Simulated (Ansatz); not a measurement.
`[F][GaH][GaH2]` + HBr → `[F][GaH][Br]` + `[GaH3]`  (cleavage of the Ga–Ga bond)

Program: Ansatz. Geometries: PBE0-D4/def2-TZVP. ΔE: electronic, gas phase. CCSD(T)/CBS adds triple-zeta CCSD(T) − MP2 to the extrapolated MP2 energy (def2 sets, frozen cores). Functionals use def2-TZVPP. B3LYP here is the variant with VWN-RPA as its local correlation; programs differ in this. HSE06 is defined as in plane-wave codes. For Br, Ga outer-core shells are correlated without core-valence functions, which leaves a few kJ/mol of doubt a bond. Scalar relativity is left out up to krypton.

`[F][GaH][GaH2]`:

Cartesian coordinates in Å:
```
F 0.567 -1.391 1.887
Ga 0.823 0.047 0.882
Ga -0.782 0.127 -0.992
H 2.010 0.921 1.429
H -2.174 0.839 -0.833
H -0.444 -0.545 -2.373
```

HBr:

Z-matrix (Å, degrees):
```
Br
H 1 1.420
```

`[F][GaH][Br]`:

```xyz
4

F     0.249    0.130   -1.717
Ga    0.086   -0.164   -0.004
Br   -0.979    1.498    1.107
H     0.644   -1.463    0.615
```

`[GaH3]`:

Z-matrix (Å, degrees):
```
Ga
H 1 1.568
H 1 1.568 2 120.0
H 1 1.568 2 120.0 3 -179.9
```

```json
{"level": "LDA (SPW92)", "ΔE (kJ/mol)": "-74.9", "difference from CCSD(T)/CBS": "8.7"}
{"level": "PBE-D4", "ΔE (kJ/mol)": "-73.9", "difference from CCSD(T)/CBS": "9.7"}
{"level": "revPBE-D4", "ΔE (kJ/mol)": "-75.6", "difference from CCSD(T)/CBS": "8.0"}
{"level": "r2SCAN-D4", "ΔE (kJ/mol)": "-88.0", "difference from CCSD(T)/CBS": "-4.4"}
{"level": "B97M-V", "ΔE (kJ/mol)": "-93.5", "difference from CCSD(T)/CBS": "-9.9"}
{"level": "PBE0-D4", "ΔE (kJ/mol)": "-82.2", "difference from CCSD(T)/CBS": "1.4"}
{"level": "B3LYP-D4", "ΔE (kJ/mol)": "-80.9", "difference from CCSD(T)/CBS": "2.7"}
{"level": "r2SCANh-D4", "ΔE (kJ/mol)": "-89.4", "difference from CCSD(T)/CBS": "-5.8"}
{"level": "r2SCAN0-D4", "ΔE (kJ/mol)": "-91.4", "difference from CCSD(T)/CBS": "-7.8"}
{"level": "HSE06-D4", "ΔE (kJ/mol)": "-82.5", "difference from CCSD(T)/CBS": "1.1"}
{"level": "BHLYP-D4", "ΔE (kJ/mol)": "-90.3", "difference from CCSD(T)/CBS": "-6.7"}
{"level": "CAM-B3LYP-D4", "ΔE (kJ/mol)": "-85.6", "difference from CCSD(T)/CBS": "-2.0"}
{"level": "ωB97M-V", "ΔE (kJ/mol)": "-87.5", "difference from CCSD(T)/CBS": "-3.9"}
{"level": "B2PLYP", "ΔE (kJ/mol)": "-87.3", "difference from CCSD(T)/CBS": "-3.7"}
{"level": "PBE", "ΔE (kJ/mol)": "-74.0", "difference from CCSD(T)/CBS": "9.6"}
{"level": "revPBE", "ΔE (kJ/mol)": "-74.3", "difference from CCSD(T)/CBS": "9.3"}
{"level": "r2SCAN", "ΔE (kJ/mol)": "-88.1", "difference from CCSD(T)/CBS": "-4.5"}
{"level": "PBE0", "ΔE (kJ/mol)": "-82.5", "difference from CCSD(T)/CBS": "1.1"}
{"level": "B3LYP", "ΔE (kJ/mol)": "-81.0", "difference from CCSD(T)/CBS": "2.6"}
{"level": "r2SCANh", "ΔE (kJ/mol)": "-89.5", "difference from CCSD(T)/CBS": "-5.9"}
{"level": "r2SCAN0", "ΔE (kJ/mol)": "-91.6", "difference from CCSD(T)/CBS": "-8.0"}
{"level": "HSE06", "ΔE (kJ/mol)": "-82.8", "difference from CCSD(T)/CBS": "0.8"}
{"level": "BHLYP", "ΔE (kJ/mol)": "-91.3", "difference from CCSD(T)/CBS": "-7.7"}
{"level": "CAM-B3LYP", "ΔE (kJ/mol)": "-86.0", "difference from CCSD(T)/CBS": "-2.4"}
{"level": "LC-ωPBE", "ΔE (kJ/mol)": "-88.0", "difference from CCSD(T)/CBS": "-4.4"}
{"level": "RPA@PBE/def2-TZVPP", "ΔE (kJ/mol)": "-82.0", "difference from CCSD(T)/CBS": "1.6"}
{"level": "MP2/def2-SVP", "ΔE (kJ/mol)": "-102.3", "difference from CCSD(T)/CBS": "-18.7"}
{"level": "CCSD/def2-SVP", "ΔE (kJ/mol)": "-93.8", "difference from CCSD(T)/CBS": "-10.2"}
{"level": "CCSD(T)/def2-SVP", "ΔE (kJ/mol)": "-93.1", "difference from CCSD(T)/CBS": "-9.5"}
{"level": "HF/def2-TZVPP", "ΔE (kJ/mol)": "-108.3", "difference from CCSD(T)/CBS": "-24.7"}
{"level": "MP2/def2-TZVPP", "ΔE (kJ/mol)": "-94.4", "difference from CCSD(T)/CBS": "-10.8"}
{"level": "SCS-MP2/def2-TZVPP", "ΔE (kJ/mol)": "-93.5", "difference from CCSD(T)/CBS": "-9.9"}
{"level": "CCSD/def2-TZVPP", "ΔE (kJ/mol)": "-88.0", "difference from CCSD(T)/CBS": "-4.4"}
{"level": "CCSD(T)/def2-TZVPP", "ΔE (kJ/mol)": "-87.2", "difference from CCSD(T)/CBS": "-3.6"}
{"level": "HF/def2-QZVPP", "ΔE (kJ/mol)": "-108.2", "difference from CCSD(T)/CBS": "-24.6"}
{"level": "MP2/def2-QZVPP", "ΔE (kJ/mol)": "-92.3", "difference from CCSD(T)/CBS": "-8.7"}
{"level": "SCS-MP2/def2-QZVPP", "ΔE (kJ/mol)": "-92.3", "difference from CCSD(T)/CBS": "-8.7"}
{"level": "HF/CBS(def2)", "ΔE (kJ/mol)": "-108.2", "difference from CCSD(T)/CBS": "-24.6"}
{"level": "MP2/CBS(def2)", "ΔE (kJ/mol)": "-90.8", "difference from CCSD(T)/CBS": "-7.2"}
{"level": "CCSD/CBS(def2)", "ΔE (kJ/mol)": "-84.5", "difference from CCSD(T)/CBS": "-0.9"}
{"level": "CCSD(T)/CBS", "ΔE (kJ/mol)": "-83.6", "difference from CCSD(T)/CBS": "0"}
```

Largest T1 diagnostic among the species: 0.014.

In def2-TZVPP, CCSD(T) changes the Hartree–Fock value by +21.1 kJ/mol (the triples alone add +0.9 kJ/mol) and MP2 by +13.9 kJ/mol. Leaving LDA and LC-ωPBE aside and taking each functional with its dispersion term where it has one, the values spread over 19.6 kJ/mol, from B97M-V to PBE-D4.
